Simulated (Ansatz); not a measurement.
A short molecular-dynamics run on C₃H₉CuOSi, SMILES `C[Si](C)(C)[O][Cu]`.

```yaml
crystal:
  periodic: [false, false, false]
  atoms:
    - {symbol: C, position_ang: [-0.888345, -0.426167, 1.453028]}
    - {symbol: Si, position_ang: [0.067065, 0.310493, 0.011843]}
    - {symbol: C, position_ang: [1.860813, -0.215726, 0.136845]}
    - {symbol: C, position_ang: [-0.663141, -0.378304, -1.577110]}
    - {symbol: O, position_ang: [0.026219, 1.936988, 0.034431]}
    - {symbol: Cu, position_ang: [-1.408741, 2.988819, -0.053086]}
    - {symbol: H, position_ang: [-0.812985, -1.517612, 1.470414]}
    - {symbol: H, position_ang: [-1.951607, -0.171796, 1.396190]}
    - {symbol: H, position_ang: [-0.505767, -0.048686, 2.405416]}
    - {symbol: H, position_ang: [2.439823, 0.184097, -0.699592]}
    - {symbol: H, position_ang: [1.957962, -1.305301, 0.126977]}
    - {symbol: H, position_ang: [2.309019, 0.156507, 1.061663]}
    - {symbol: H, position_ang: [-0.144914, 0.028025, -2.450169]}
    - {symbol: H, position_ang: [-0.583500, -1.468837, -1.617422]}
    - {symbol: H, position_ang: [-1.723701, -0.123301, -1.670026]}
basis:
  gaussian: {orbitals: "6-31G*"}
hamiltonian: {xc: {name: revPBE}}
md: {timestep: 1 fs, n_steps: 20, ensemble: nve, temperature: 500, initial_velocities: maxwell_boltzmann, seed: 825}
```

```sh
$ ansatz run in.yaml --threads 2 --pin off --events-out ev --progress --plain --max-ram 32768MiB --backend cpu
```

```tsv
step	time (fs)	potential energy (eV)	kinetic (eV)	T (K)	conserved (eV)
0	0.0	-57809.6487	0.8402	500	-57808.8085
1	1.0	-57809.5580	0.7580	451	-57808.8000
2	2.0	-57809.3535	0.5670	337	-57808.7865
3	3.0	-57809.2307	0.4478	266	-57808.7830
4	4.0	-57809.2507	0.4632	276	-57808.7874
5	5.0	-57809.3479	0.5546	330	-57808.7933
6	6.0	-57809.4253	0.6260	373	-57808.7993
7	7.0	-57809.3958	0.5961	355	-57808.7997
8	8.0	-57809.2770	0.4906	292	-57808.7864
9	9.0	-57809.2682	0.4893	291	-57808.7789
10	10.0	-57809.4642	0.6686	398	-57808.7955
11	11.0	-57809.6350	0.8271	492	-57808.8079
12	12.0	-57809.5889	0.7868	468	-57808.8021
13	13.0	-57809.3970	0.6079	362	-57808.7891
14	14.0	-57809.2476	0.4642	276	-57808.7834
15	15.0	-57809.2311	0.4442	264	-57808.7869
16	16.0	-57809.2991	0.5062	301	-57808.7929
17	17.0	-57809.3545	0.5557	331	-57808.7988
18	18.0	-57809.3106	0.5112	304	-57808.7994
19	19.0	-57809.1793	0.3923	233	-57808.7871
20	20.0	-57809.1452	0.3663	218	-57808.7789
```

Velocities are drawn at the set temperature; a run this short doesn't reach equilibrium.

Frames (Å, forces in eV/Å):

```xyz
15
time=0.0 fs
C    -0.888   -0.426    1.453   -0.039   -0.024    0.039
Si    0.067    0.310    0.012   -0.421   -1.049   -0.047
C     1.861   -0.216    0.137    0.180    0.086    0.015
C    -0.663   -0.378   -1.577   -0.033   -0.022   -0.045
O     0.026    1.937    0.034   -0.967    2.710   -0.027
Cu   -1.409    2.989   -0.053    1.266   -1.186    0.073
H    -0.813   -1.518    1.470    0.013   -0.389    0.041
H    -1.952   -0.172    1.396   -0.365    0.081    0.009
H    -0.506   -0.049    2.405    0.105    0.107    0.356
H     2.440    0.184   -0.700    0.238    0.122   -0.273
H     1.958   -1.305    0.127    0.014   -0.363   -0.005
H     2.309    0.157    1.062    0.195    0.113    0.309
H    -0.145    0.028   -2.450    0.156    0.118   -0.333
H    -0.584   -1.469   -1.617    0.019   -0.388   -0.051
H    -1.724   -0.123   -1.670   -0.360    0.082   -0.060
15
time=1.0 fs
C    -0.883   -0.422    1.450   -0.505   -0.653    0.821
Si    0.065    0.310    0.007   -0.205   -0.934   -0.034
C     1.861   -0.218    0.141    0.927    0.529    0.940
C    -0.660   -0.380   -1.579    0.335    0.687    0.145
O     0.023    1.936    0.034   -0.980    2.727   -0.037
Cu   -1.409    2.991   -0.052    1.263   -1.187    0.071
H    -0.830   -1.546    1.460    0.034    0.509    0.028
H    -1.971   -0.172    1.423    0.305    0.009   -0.013
H    -0.487   -0.064    2.435   -0.147   -0.145   -0.395
H     2.459    0.148   -0.707    0.059    0.143   -0.092
H     1.944   -1.314    0.128    0.040   -0.174    0.199
H     2.342    0.198    1.097   -0.486   -0.580   -1.000
H    -0.143   -0.016   -2.462    0.199    0.447   -0.495
H    -0.581   -1.437   -1.629    0.080   -1.670    0.070
H    -1.708   -0.140   -1.648   -0.919    0.293   -0.208
15
time=2.0 fs
C    -0.878   -0.419    1.448   -0.931   -1.141    1.440
Si    0.062    0.309    0.003    0.016   -0.766   -0.005
C     1.861   -0.219    0.146    1.444    0.717    1.247
C    -0.657   -0.382   -1.580    0.543    1.086    0.109
O     0.020    1.936    0.033   -0.968    2.657   -0.048
Cu   -1.410    2.992   -0.051    1.238   -1.172    0.068
H    -0.846   -1.569    1.449    0.087    1.142    0.025
H    -1.987   -0.173    1.450    0.838   -0.035   -0.067
H    -0.471   -0.080    2.460   -0.329   -0.296   -0.967
H     2.479    0.113   -0.715   -0.160    0.147    0.150
H     1.930   -1.325    0.131    0.061    0.070    0.371
H     2.371    0.235    1.123   -0.903   -1.047   -1.722
H    -0.139   -0.057   -2.478    0.130    0.665   -0.471
H    -0.578   -1.422   -1.641    0.102   -2.433    0.189
H    -1.701   -0.154   -1.629   -1.167    0.406   -0.320
15
time=3.0 fs
C    -0.873   -0.417    1.447   -1.230   -1.445    1.795
Si    0.060    0.308   -0.002    0.229   -0.562    0.056
C     1.863   -0.220    0.152    1.713    0.709    1.159
C    -0.653   -0.383   -1.582    0.481    0.699   -0.182
O     0.016    1.938    0.032   -0.929    2.509   -0.058
Cu   -1.410    2.994   -0.050    1.190   -1.139    0.063
H    -0.862   -1.581    1.439    0.155    1.439    0.025
H    -1.995   -0.173    1.477    1.132   -0.030   -0.141
H    -0.457   -0.099    2.476   -0.405   -0.334   -1.273
H     2.497    0.080   -0.722   -0.362    0.158    0.364
H     1.917   -1.335    0.137    0.080    0.300    0.501
H     2.391    0.261    1.133   -1.097   -1.296   -1.980
H    -0.134   -0.091   -2.498   -0.040    0.766   -0.255
H    -0.574   -1.429   -1.650    0.048   -2.163    0.326
H    -1.706   -0.164   -1.612   -0.966    0.391   -0.400
15
time=4.0 fs
C    -0.870   -0.416    1.447   -1.356   -1.552    1.844
Si    0.058    0.307   -0.006    0.423   -0.339    0.156
C     1.866   -0.221    0.159    1.724    0.572    0.842
C    -0.649   -0.383   -1.583    0.175   -0.302   -0.622
O     0.011    1.942    0.031   -0.862    2.294   -0.069
Cu   -1.410    2.995   -0.049    1.119   -1.089    0.055
H    -0.876   -1.579    1.429    0.220    1.402    0.020
H    -1.992   -0.175    1.502    1.155    0.026   -0.213
H    -0.447   -0.121    2.480   -0.365   -0.273   -1.290
H     2.512    0.048   -0.725   -0.502    0.187    0.484
H     1.905   -1.342    0.149    0.097    0.459    0.586
H     2.401    0.275    1.123   -1.102   -1.348   -1.874
H    -0.129   -0.117   -2.521   -0.252    0.775    0.072
H    -0.569   -1.458   -1.657   -0.056   -1.090    0.464
H    -1.719   -0.171   -1.599   -0.419    0.278   -0.457
15
time=5.0 fs
C    -0.867   -0.416    1.449   -1.296   -1.446    1.570
Si    0.056    0.305   -0.010    0.586   -0.113    0.288
C     1.871   -0.221    0.167    1.434    0.314    0.318
C    -0.645   -0.383   -1.585   -0.249   -1.351   -1.036
O     0.006    1.947    0.030   -0.766    2.024   -0.081
Cu   -1.409    2.996   -0.048    1.026   -1.022    0.046
H    -0.888   -1.564    1.419    0.268    1.033    0.003
H    -1.979   -0.175    1.525    0.903    0.135   -0.266
H    -0.441   -0.146    2.472   -0.203   -0.132   -1.015
H     2.522    0.018   -0.724   -0.552    0.231    0.476
H     1.894   -1.345    0.166    0.113    0.513    0.627
H     2.400    0.275    1.096   -0.900   -1.176   -1.391
H    -0.127   -0.136   -2.544   -0.435    0.729    0.400
H    -0.565   -1.497   -1.659   -0.153    0.124    0.557
H    -1.737   -0.175   -1.591    0.223    0.134   -0.496
15
time=6.0 fs
C    -0.866   -0.417    1.452   -1.060   -1.110    0.982
Si    0.054    0.304   -0.015    0.712    0.109    0.436
C     1.877   -0.221    0.175    0.767   -0.127   -0.518
C    -0.641   -0.385   -1.588   -0.652   -2.097   -1.295
O     0.000    1.953    0.029   -0.642    1.711   -0.095
Cu   -1.409    2.997   -0.047    0.909   -0.937    0.036
H    -0.898   -1.539    1.410    0.283    0.343   -0.036
H    -1.956   -0.175    1.545    0.400    0.291   -0.285
H    -0.436   -0.172    2.454    0.081    0.068   -0.459
H     2.527   -0.010   -0.718   -0.505    0.281    0.335
H     1.883   -1.343    0.188    0.124    0.452    0.628
H     2.390    0.265    1.055   -0.416   -0.700   -0.427
H    -0.128   -0.148   -2.562   -0.537    0.661    0.633
H    -0.562   -1.534   -1.655   -0.208    1.045    0.578
H    -1.752   -0.177   -1.587    0.743    0.009   -0.512
15
time=7.0 fs
C    -0.866   -0.419    1.456   -0.695   -0.580    0.181
Si    0.052    0.302   -0.019    0.801    0.325    0.579
C     1.883   -0.220    0.183   -0.308   -0.801   -1.734
C    -0.637   -0.388   -1.592   -0.952   -2.481   -1.339
O    -0.006    1.960    0.028   -0.491    1.365   -0.108
Cu   -1.408    2.998   -0.046    0.769   -0.834    0.025
H    -0.905   -1.511    1.399    0.257   -0.578   -0.099
H    -1.930   -0.172    1.563   -0.268    0.474   -0.259
H    -0.431   -0.198    2.431    0.451    0.286    0.281
H     2.527   -0.035   -0.709   -0.369    0.324    0.083
H     1.874   -1.336    0.217    0.129    0.284    0.593
H     2.376    0.248    1.010    0.395    0.126    1.052
H    -0.135   -0.154   -2.575   -0.533    0.590    0.715
H    -0.561   -1.562   -1.646   -0.218    1.572    0.530
H    -1.761   -0.179   -1.588    1.032   -0.071   -0.500
15
time=8.0 fs
C    -0.866   -0.422    1.460   -0.299   -0.025   -0.581
Si    0.050    0.301   -0.023    0.850    0.537    0.696
C     1.889   -0.221    0.189   -1.513   -1.495   -2.937
C    -0.635   -0.393   -1.597   -1.108   -2.548   -1.159
O    -0.012    1.968    0.027   -0.315    0.995   -0.120
Cu   -1.408    2.999   -0.044    0.607   -0.715    0.014
H    -0.909   -1.488    1.388    0.190   -1.449   -0.169
H    -1.907   -0.164    1.578   -0.900    0.635   -0.197
H    -0.421   -0.220    2.411    0.796    0.454    0.957
H     2.523   -0.057   -0.699   -0.169    0.347   -0.227
H     1.866   -1.327    0.252    0.129    0.041    0.530
H     2.367    0.232    0.975    1.286    1.066    2.595
H    -0.147   -0.154   -2.580   -0.418    0.529    0.628
H    -0.563   -1.574   -1.632   -0.191    1.728    0.429
H    -1.759   -0.182   -1.594    1.056   -0.099   -0.459
15
time=9.0 fs
C    -0.866   -0.425    1.464   -0.002    0.273   -0.965
Si    0.049    0.300   -0.026    0.859    0.743    0.772
C     1.894   -0.223    0.193   -2.126   -1.608   -3.101
C    -0.633   -0.400   -1.603   -1.100   -2.317   -0.787
O    -0.019    1.976    0.026   -0.115    0.609   -0.129
Cu   -1.407    2.999   -0.043    0.424   -0.581    0.002
H    -0.912   -1.479    1.376    0.104   -1.840   -0.203
H    -1.892   -0.150    1.592   -1.219    0.697   -0.132
H    -0.404   -0.239    2.401    0.939    0.501    1.230
H     2.518   -0.075   -0.691    0.049    0.341   -0.515
H     1.860   -1.318    0.291    0.127   -0.220    0.446
H     2.369    0.226    0.965    1.592    1.468    3.094
H    -0.163   -0.149   -2.580   -0.209    0.482    0.388
H    -0.566   -1.571   -1.614   -0.132    1.526    0.292
H    -1.748   -0.187   -1.605    0.811   -0.073   -0.392
15
time=10.0 fs
C    -0.866   -0.427    1.466    0.111    0.149   -0.819
Si    0.048    0.299   -0.030    0.829    0.940    0.802
C     1.897   -0.225    0.194   -1.760   -0.902   -1.828
C    -0.632   -0.409   -1.610   -0.915   -1.747   -0.306
O    -0.025    1.985    0.024    0.107    0.216   -0.134
Cu   -1.406    3.000   -0.042    0.221   -0.434   -0.009
H    -0.913   -1.488    1.361    0.023   -1.509   -0.152
H    -1.888   -0.129    1.604   -1.050    0.595   -0.098
H    -0.378   -0.252    2.402    0.766    0.413    0.940
H     2.513   -0.091   -0.688    0.219    0.298   -0.676
H     1.854   -1.310    0.335    0.130   -0.404    0.341
H     2.387    0.235    0.985    0.986    1.007    2.049
H    -0.181   -0.140   -2.576    0.057    0.439    0.057
H    -0.570   -1.552   -1.593   -0.045    0.935    0.137
H    -1.728   -0.191   -1.619    0.322    0.004   -0.304
15
time=11.0 fs
C    -0.867   -0.429    1.469    0.064   -0.253   -0.330
Si    0.048    0.298   -0.033    0.766    1.116    0.803
C     1.899   -0.229    0.194   -0.924    0.009   -0.129
C    -0.631   -0.420   -1.617   -0.577   -0.784    0.142
O    -0.032    1.994    0.023    0.347   -0.176   -0.137
Cu   -1.405    3.000   -0.041    0.001   -0.275   -0.020
H    -0.915   -1.511    1.345   -0.044   -0.663   -0.015
H    -1.895   -0.103    1.615   -0.488    0.337   -0.105
H    -0.345   -0.262    2.412    0.341    0.248    0.278
H     2.510   -0.103   -0.692    0.278    0.216   -0.627
H     1.850   -1.307    0.383    0.145   -0.412    0.203
H     2.414    0.253    1.024    0.029    0.203    0.398
H    -0.199   -0.126   -2.571    0.319    0.375   -0.251
H    -0.575   -1.524   -1.571    0.068   -0.059   -0.005
H    -1.706   -0.196   -1.636   -0.324    0.117   -0.205
15
time=12.0 fs
C    -0.867   -0.432    1.470   -0.043   -0.652    0.184
Si    0.048    0.298   -0.036    0.677    1.257    0.794
C     1.900   -0.233    0.193   -0.173    0.572    1.072
C    -0.632   -0.431   -1.623   -0.201    0.477    0.402
O    -0.038    2.003    0.022    0.600   -0.555   -0.137
Cu   -1.404    3.001   -0.040   -0.230   -0.109   -0.031
H    -0.916   -1.540    1.329   -0.099    0.267    0.160
H    -1.906   -0.074    1.625    0.194    0.004   -0.133
H    -0.308   -0.269    2.425   -0.156    0.083   -0.417
H     2.510   -0.114   -0.702    0.208    0.104   -0.363
H     1.847   -1.307    0.432    0.171   -0.225    0.016
H     2.441    0.273    1.068   -0.713   -0.416   -0.922
H    -0.213   -0.109   -2.569    0.510    0.253   -0.412
H    -0.580   -1.497   -1.549    0.187   -1.281   -0.105
H    -1.686   -0.200   -1.655   -0.933    0.223   -0.107
15
time=13.0 fs
C    -0.867   -0.435    1.472   -0.111   -0.886    0.515
Si    0.047    0.298   -0.038    0.573    1.349    0.789
C     1.900   -0.236    0.194    0.335    0.741    1.655
C    -0.632   -0.442   -1.630    0.027    1.591    0.423
O    -0.044    2.012    0.020    0.858   -0.913   -0.136
Cu   -1.404    3.001   -0.039   -0.467    0.059   -0.041
H    -0.919   -1.567    1.314   -0.144    0.980    0.317
H    -1.916   -0.044    1.634    0.754   -0.310   -0.156
H    -0.273   -0.276    2.434   -0.575   -0.040   -0.915
H     2.512   -0.123   -0.715    0.055   -0.017    0.022
H     1.846   -1.309    0.481    0.197    0.074   -0.215
H     2.462    0.289    1.102   -1.123   -0.739   -1.700
H    -0.223   -0.089   -2.570    0.595    0.050   -0.367
H    -0.582   -1.483   -1.528    0.276   -2.196   -0.177
H    -1.676   -0.201   -1.675   -1.250    0.258   -0.015
15
time=14.0 fs
C    -0.868   -0.438    1.475   -0.097   -0.926    0.600
Si    0.048    0.299   -0.041    0.462    1.380    0.792
C     1.902   -0.239    0.196    0.609    0.684    1.820
C    -0.632   -0.451   -1.636   -0.022    1.973    0.321
O    -0.050    2.020    0.018    1.113   -1.238   -0.133
Cu   -1.403    3.002   -0.038   -0.700    0.224   -0.050
H    -0.923   -1.585    1.302   -0.183    1.373    0.427
H    -1.918   -0.018    1.642    1.073   -0.541   -0.158
H    -0.243   -0.282    2.434   -0.840   -0.109   -1.142
H     2.515   -0.133   -0.728   -0.110   -0.125    0.401
H     1.847   -1.311    0.528    0.208    0.358   -0.459
H     2.472    0.298    1.120   -1.269   -0.825   -2.036
H    -0.227   -0.069   -2.576    0.579   -0.213   -0.161
H    -0.582   -1.489   -1.508    0.298   -2.191   -0.296
H    -1.677   -0.200   -1.695   -1.121    0.174    0.075
15
time=15.0 fs
C    -0.868   -0.443    1.478    0.001   -0.797    0.448
Si    0.048    0.300   -0.043    0.352    1.344    0.797
C     1.903   -0.241    0.199    0.654    0.534    1.715
C    -0.633   -0.459   -1.642   -0.303    1.559    0.241
O    -0.054    2.027    0.017    1.352   -1.521   -0.130
Cu   -1.402    3.002   -0.037   -0.919    0.377   -0.058
H    -0.929   -1.590    1.295   -0.216    1.437    0.473
H    -1.910    0.004    1.648    1.120   -0.655   -0.130
H    -0.221   -0.290    2.423   -0.921   -0.125   -1.096
H     2.516   -0.144   -0.737   -0.227   -0.203    0.672
H     1.850   -1.309    0.571    0.194    0.528   -0.672
H     2.469    0.299    1.118   -1.208   -0.722   -2.022
H    -0.225   -0.050   -2.582    0.499   -0.483    0.102
H    -0.579   -1.516   -1.492    0.250   -1.265   -0.502
H    -1.690   -0.197   -1.715   -0.630   -0.010    0.162
15
time=16.0 fs
C    -0.868   -0.448    1.481    0.166   -0.515    0.079
Si    0.048    0.302   -0.045    0.248    1.241    0.797
C     1.905   -0.242    0.204    0.436    0.319    1.348
C    -0.633   -0.466   -1.647   -0.651    0.840    0.229
O    -0.058    2.034    0.015    1.565   -1.755   -0.127
Cu   -1.402    3.003   -0.036   -1.113    0.513   -0.065
H    -0.937   -1.580    1.292   -0.251    1.170    0.447
H    -1.892    0.019    1.652    0.899   -0.632   -0.071
H    -0.208   -0.299    2.401   -0.800   -0.092   -0.789
H     2.515   -0.157   -0.740   -0.264   -0.246    0.781
H     1.854   -1.303    0.607    0.154    0.535   -0.814
H     2.456    0.293    1.098   -0.935   -0.417   -1.648
H    -0.219   -0.037   -2.588    0.393   -0.705    0.326
H    -0.574   -1.556   -1.480    0.165   -0.032   -0.729
H    -1.708   -0.195   -1.733   -0.011   -0.225    0.238
15
time=17.0 fs
C    -0.869   -0.454    1.484    0.375   -0.082   -0.476
Si    0.049    0.304   -0.046    0.151    1.084    0.782
C     1.908   -0.244    0.210   -0.114   -0.022    0.622
C    -0.635   -0.471   -1.653   -0.919    0.237    0.271
O    -0.061    2.039    0.013    1.739   -1.936   -0.125
Cu   -1.401    3.003   -0.035   -1.272    0.624   -0.069
H    -0.947   -1.560    1.293   -0.294    0.568    0.342
H    -1.864    0.028    1.656    0.429   -0.461    0.021
H    -0.203   -0.309    2.372   -0.470   -0.017   -0.242
H     2.512   -0.172   -0.735   -0.212   -0.256    0.708
H     1.860   -1.291    0.636    0.092    0.376   -0.858
H     2.433    0.283    1.061   -0.395    0.155   -0.826
H    -0.208   -0.030   -2.591    0.292   -0.843    0.452
H    -0.567   -1.596   -1.475    0.076    0.977   -0.889
H    -1.726   -0.194   -1.748    0.521   -0.403    0.287
15
time=18.0 fs
C    -0.869   -0.459    1.487    0.607    0.477   -1.137
Si    0.049    0.307   -0.047    0.062    0.888    0.749
C     1.910   -0.245    0.216   -1.011   -0.555   -0.505
C    -0.637   -0.477   -1.658   -1.029   -0.133    0.360
O    -0.063    2.043    0.011    1.865   -2.060   -0.123
Cu   -1.401    3.004   -0.034   -1.387    0.703   -0.071
H    -0.961   -1.534    1.298   -0.354   -0.313    0.168
H    -1.833    0.033    1.660   -0.217   -0.159    0.140
H    -0.203   -0.320    2.341    0.028    0.082    0.461
H     2.507   -0.190   -0.723   -0.077   -0.238    0.463
H     1.867   -1.276    0.656    0.022    0.078   -0.787
H     2.406    0.275    1.016    0.422    1.030    0.462
H    -0.195   -0.031   -2.589    0.215   -0.879    0.460
H    -0.559   -1.626   -1.479    0.004    1.583   -0.943
H    -1.740   -0.198   -1.761    0.850   -0.507    0.302
15
time=19.0 fs
C    -0.868   -0.464    1.489    0.834    1.045   -1.729
Si    0.050    0.309   -0.048   -0.023    0.670    0.694
C     1.912   -0.247    0.222   -1.992   -1.100   -1.651
C    -0.639   -0.483   -1.663   -0.960   -0.295    0.497
O    -0.064    2.046    0.009    1.937   -2.125   -0.120
Cu   -1.401    3.005   -0.033   -1.451    0.746   -0.070
H    -0.977   -1.511    1.304   -0.424   -1.232   -0.025
H    -1.804    0.036    1.666   -0.864    0.190    0.266
H    -0.202   -0.329    2.314    0.538    0.165    1.118
H     2.501   -0.209   -0.707    0.121   -0.199    0.089
H     1.874   -1.259    0.669   -0.041   -0.293   -0.601
H     2.384    0.276    0.976    1.263    1.970    1.794
H    -0.180   -0.041   -2.583    0.173   -0.810    0.353
H    -0.551   -1.641   -1.491   -0.046    1.788   -0.893
H    -1.745   -0.206   -1.771    0.936   -0.521    0.278
15
time=20.0 fs
C    -0.867   -0.469    1.490    1.003    1.385   -2.008
Si    0.050    0.312   -0.049   -0.107    0.439    0.615
C     1.912   -0.250    0.227   -2.433   -1.070   -1.927
C    -0.643   -0.489   -1.667   -0.708   -0.254    0.665
O    -0.064    2.048    0.007    1.950   -2.131   -0.117
Cu   -1.402    3.005   -0.032   -1.460    0.751   -0.066
H    -0.998   -1.500    1.310   -0.459   -1.750   -0.142
H    -1.783    0.041    1.674   -1.248    0.434    0.352
H    -0.195   -0.337    2.298    0.804    0.178    1.438
H     2.496   -0.231   -0.690    0.336   -0.146   -0.326
H     1.881   -1.246    0.676   -0.083   -0.643   -0.335
H     2.373    0.297    0.953    1.540    2.293    2.224
H    -0.164   -0.058   -2.574    0.165   -0.648    0.158
H    -0.544   -1.639   -1.513   -0.068    1.607   -0.747
H    -1.741   -0.219   -1.779    0.769   -0.447    0.214
```

Hardware: 2 threads of an AMD EPYC 7R13 on a shared host. Wall time 81 s, peak host memory 0.65 GiB.
